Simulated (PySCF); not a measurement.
CHOS (SMILES O=C=[SH+]), charge +1, singlet, geometry from GFN2-xTB; CAMB3LYP/6-31G (PySCF).

The PySCF input:
```python
from pyscf import gto, scf, dft

mol = gto.M(
    atom='''
O    -0.341805    0.101021   -1.687045
C    -0.131217    0.040980   -0.583260
S     0.275850   -0.094739    0.974709
H    -0.891865    0.461767    1.400571
''',
    basis='6-31g',
    charge=1,
    spin=0,
    verbose=4,
)

mf = dft.RKS(mol)
mf.xc = 'camb3lyp'
mf.DIIS = scf.EDIIS
mf.kernel()
```

### Question
Predict the main parts of the log of this PySCF run.

### Answer

```
PySCF version 2.14.0

[INPUT] verbose = 4
[INPUT] num. atoms = 4
[INPUT] num. electrons = 30
[INPUT] charge = 1
[INPUT] spin (= nelec alpha-beta = 2S) = 0
[INPUT] symmetry False subgroup None
[INPUT] Mole.unit = angstrom
[INPUT] Symbol           X                Y                Z      unit          X                Y                Z       unit  Magmom
[...]
nuclear repulsion = 87.7584106767063
number of shells = 19
number of NR pGTOs = 94
number of NR cGTOs = 33
basis = 6-31g
ecp = {}

******** <class 'pyscf.dft.rks.RKS'> ********
method = RKS
initial guess = minao
damping factor = 0
level_shift factor = 0
DIIS = <class 'pyscf.scf.diis.EDIIS'>
diis_start_cycle = 1
diis_space = 8
diis_damp = 0
SCF conv_tol = 1e-09
SCF conv_tol_grad = None
SCF max_cycles = 50
direct_scf = True
direct_scf_tol = 1e-13
XC library pyscf.dft.libxc version 7.1.2
    S. Lehtola, C. Steigemann, M. J. T. Oliveira, and M. A. L. Marques,  SoftwareX 7, 1–5 (2018)
XC functionals = camb3lyp
    T. Yanai, D. P. Tew, and N. C. Handy,  Chem. Phys. Lett. 393, 51 (2004)
radial grids:
    Treutler-Ahlrichs [JCP 102, 346 (1995); DOI:10.1063/1.469408] (M4) radial grids

becke partition: Becke, JCP 88, 2547 (1988); DOI:10.1063/1.454033
pruning grids: <function nwchem_prune>
grids dens level: 3
symmetrized grids: False
atomic radii adjust function: <function treutler_atomic_radii_adjust>
small_rho_cutoff = 0
Set gradient conv threshold to 3.16228e-05
Initial guess from minao.
tot grids = 56888
init E= -512.576661605622
[...]
cycle= 1 E= -511.43918586555  delta_E= 1.14  |g|= 0.816  |ddm|= 2.29
[...]
cycle= 2 E= -510.991451764881  delta_E= 0.448  |g|= 1.82  |ddm|= 1.69
[...]
cycle= 3 E= -511.528329067399  delta_E= -0.537  |g|= 0.682  |ddm|= 1.37
[...]
cycle= 4 E= -511.52832906787  delta_E= -4.7e-10  |g|= 0.682  |ddm|= 1.06e-09
[...]
cycle= 5 E= -511.52832906742  delta_E= 4.5e-10  |g|= 0.682  |ddm|= 1.01e-09
[...]
cycle= 6 E= -511.528329069492  delta_E= -2.07e-09  |g|= 0.682  |ddm|= 4.68e-09
[...]
cycle= 7 E= -511.528329083932  delta_E= -1.44e-08  |g|= 0.682  |ddm|= 3.26e-08
[...]
cycle= 8 E= -511.528329067683  delta_E= 1.62e-08  |g|= 0.682  |ddm|= 3.67e-08
[...]
cycle= 9 E= -511.528329067439  delta_E= 2.44e-10  |g|= 0.682  |ddm|= 5.5e-10
[...]
cycle= 10 E= -511.527766418491  delta_E= 0.000563  |g|= 0.674  |ddm|= 0.211
[...]
cycle= 11 E= -511.212490048061  delta_E= 0.315  |g|= 1.47  |ddm|= 1.16
[...]
cycle= 12 E= -511.570300304828  delta_E= -0.358  |g|= 0.493  |ddm|= 1.08
[...]
cycle= 13 E= -511.570300298994  delta_E= 5.83e-09  |g|= 0.493  |ddm|= 3.09e-08
[...]
cycle= 14 E= -511.570300298984  delta_E= 9.78e-12  |g|= 0.493  |ddm|= 1.34e-08
[...]
cycle= 15 E= -511.57030029192  delta_E= 7.06e-09  |g|= 0.493  |ddm|= 2.56e-08
[...]
cycle= 16 E= -511.57030029917  delta_E= -7.25e-09  |g|= 0.493  |ddm|= 5.23e-08
[...]
cycle= 17 E= -511.570300300282  delta_E= -1.11e-09  |g|= 0.493  |ddm|= 8.91e-09
[...]
cycle= 18 E= -511.564417688237  delta_E= 0.00588  |g|= 0.518  |ddm|= 0.126
[...]
cycle= 19 E= -511.55141240849  delta_E= 0.013  |g|= 0.588  |ddm|= 0.154
[...]
cycle= 20 E= -511.403331546766  delta_E= 0.148  |g|= 1.07  |ddm|= 0.899
[...]
cycle= 21 E= -511.597753009476  delta_E= -0.194  |g|= 0.312  |ddm|= 0.765
[...]
cycle= 22 E= -511.59775301054  delta_E= -1.06e-09  |g|= 0.312  |ddm|= 5.04e-09
[...]
cycle= 23 E= -511.597753011792  delta_E= -1.25e-09  |g|= 0.312  |ddm|= 5.94e-09
[...]
cycle= 24 E= -511.597753010471  delta_E= 1.32e-09  |g|= 0.312  |ddm|= 6.26e-09
[...]
cycle= 25 E= -511.597753010644  delta_E= -1.73e-10  |g|= 0.312  |ddm|= 8.2e-10
[...]
cycle= 26 E= -511.597753008335  delta_E= 2.31e-09  |g|= 0.312  |ddm|= 1.1e-08
[...]
cycle= 27 E= -511.597753018972  delta_E= -1.06e-08  |g|= 0.312  |ddm|= 5.04e-08
[...]
cycle= 28 E= -511.575839400943  delta_E= 0.0219  |g|= 0.467  |ddm|= 0.0956
[...]
cycle= 29 E= -511.53518147701  delta_E= 0.0407  |g|= 0.661  |ddm|= 0.619
[...]
cycle= 30 E= -511.612958737416  delta_E= -0.0778  |g|= 0.129  |ddm|= 0.451
[...]
cycle= 31 E= -511.612958751904  delta_E= -1.45e-08  |g|= 0.129  |ddm|= 1.68e-07
[...]
cycle= 32 E= -511.612958752039  delta_E= -1.36e-10  |g|= 0.129  |ddm|= 1.57e-09
[...]
cycle= 33 E= -511.612958749498  delta_E= 2.54e-09  |g|= 0.129  |ddm|= 2.95e-08
[...]
cycle= 34 E= -511.612958751778  delta_E= -2.28e-09  |g|= 0.129  |ddm|= 2.64e-08
[...]
cycle= 35 E= -511.612958751864  delta_E= -8.58e-11  |g|= 0.129  |ddm|= 9.94e-10
[...]
cycle= 36 E= -511.612958751955  delta_E= -9.12e-11  |g|= 0.129  |ddm|= 1.05e-09
[...]
cycle= 37 E= -511.596129889951  delta_E= 0.0168  |g|= 0.33  |ddm|= 0.111
[...]
cycle= 38 E= -511.599464497703  delta_E= -0.00333  |g|=  0.3  |ddm|= 0.35
[...]
cycle= 39 E= -511.616092803684  delta_E= -0.0166  |g|= 0.0238  |ddm|= 0.171
[...]
cycle= 40 E= -511.61609280342  delta_E= 2.64e-10  |g|= 0.0238  |ddm|= 2.38e-08
[...]
cycle= 41 E= -511.61609280342  delta_E= -3.41e-13  |g|= 0.0238  |ddm|= 3.54e-11
[...]
cycle= 42 E= -511.616092803432  delta_E= -1.26e-11  |g|= 0.0238  |ddm|= 1.09e-09
[...]
cycle= 43 E= -511.616092803478  delta_E= -4.59e-11  |g|= 0.0238  |ddm|= 4.27e-09
[...]
cycle= 44 E= -511.616092803382  delta_E= 9.64e-11  |g|= 0.0238  |ddm|= 8.7e-09
[...]
cycle= 45 E= -511.616092803919  delta_E= -5.37e-10  |g|= 0.0238  |ddm|= 4.84e-08
[...]
cycle= 46 E= -511.608973390385  delta_E= 0.00712  |g|= 0.199  |ddm|= 0.116
[...]
cycle= 47 E= -511.613737964049  delta_E= -0.00476  |g|= 0.115  |ddm|= 0.173
[...]
cycle= 48 E= -511.615713338266  delta_E= -0.00198  |g|= 0.0528  |ddm|= 0.0432
[...]
cycle= 49 E= -511.615713337674  delta_E= 5.91e-10  |g|= 0.0528  |ddm|= 1.72e-08
[...]
cycle= 50 E= -511.615713338671  delta_E= -9.96e-10  |g|= 0.0528  |ddm|= 2.89e-08
SCF not converged.
SCF energy = -511.615713338671
```

The run did not converge; its last values are not results.
